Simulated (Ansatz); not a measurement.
GeMe4 (C₄H₁₂Ge). Charge 0, multiplicity 1. Geometry PBE-D4/def2-SVP, basis def2-TZVP, Ansatz.

Cartesian coordinates in Å:
```
Ge 0.0000 0.0000 0.0000
C -1.2847 1.0882 -1.0288
H -0.7809 1.5888 -1.8799
H -1.7389 1.8695 -0.3869
H -2.0997 0.4547 -1.4327
C -0.9320 -0.8677 1.5073
H -0.2287 -1.4882 2.0981
H -1.7469 -1.5229 1.1392
H -1.3759 -0.1089 2.1825
C 1.4365 1.1604 0.6952
H 2.1687 0.5693 1.2810
H 1.0196 1.9476 1.3550
H 1.9769 1.6557 -0.1363
C 0.7803 -1.3810 -1.1736
H 1.3070 -0.9149 -2.0304
H -0.0100 -2.0474 -1.5737
H 1.5088 -2.0032 -0.6160
```

| run | HOMO (eV) | LUMO (eV) |
| --- | --- | --- |
| A | -7.08 | 0.78 |
| B | -9.42 | 1.51 |
| C | -6.95 | -0.11 |
| D | -6.82 | 0.02 |
| E | -8.06 | 0.78 |
| F | -7.16 | 0.10 |

The runs used B97M-V, CAM-B3LYP, LDA (SPW92), PBE, PBE0, r2SCAN. Estimate which is which.

A r2SCAN (0 % exact exchange); B CAM-B3LYP (range-separated); C LDA (SPW92) (0 % exact exchange); D PBE (0 % exact exchange); E PBE0 (25 % exact exchange); F B97M-V (0 % exact exchange). Exact exchange lowers occupied and raises empty levels; among semilocal functionals meta-GGAs tend to open the gap a little, and such runs are hard to tell apart. The gap grows from 6.84 eV (LDA (SPW92)) to 10.93 eV (CAM-B3LYP).
